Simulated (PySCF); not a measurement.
## Nickel: highly charged ions in a basis for the neutral atom

Ni²³⁺ [He] 2s2 2p1, Ni²⁴⁺ [He] 2s2. All numbers are calculated (PySCF 2.14, the spin-free X2C one-electron Hamiltonian (Gaussian nucleus), in aug-cc-pVDZ-DK (7s6p4d2f, 59 functions)). No spin-orbit coupling, so a gap to NIST mixes the basis error with missing relativistic terms.

Changed run: basis of the neutral atom used for a highly charged ion. This setting is unsound on purpose.

| species | method | sound run (hartree) | changed run (hartree) | converged |
| --- | --- | --- | --- | --- |
| Ni²³⁺ | UHF | not run | -1023.88099 | yes |
| Ni²³⁺ | TPSS | not run | -1024.21614 | yes |
| Ni²³⁺ | r2SCAN | not run | -1023.98257 | yes |
| Ni²⁴⁺ | UHF | not run | -946.14855 | yes |
| Ni²⁴⁺ | TPSS | not run | -946.40190 | yes |
| Ni²⁴⁺ | r2SCAN | not run | -946.17797 | yes |

Ionisation energy of Ni²³⁺:

```
method  changed run (eV)     NIST (eV)
   UHF            2115.2  2130.5 ± 0.9
  TPSS            2117.4  2130.5 ± 0.9
r2SCAN            2117.2  2130.5 ± 0.9
```

The contracted functions were made for the neutral atom and can be too rigid for a highly charged ion.
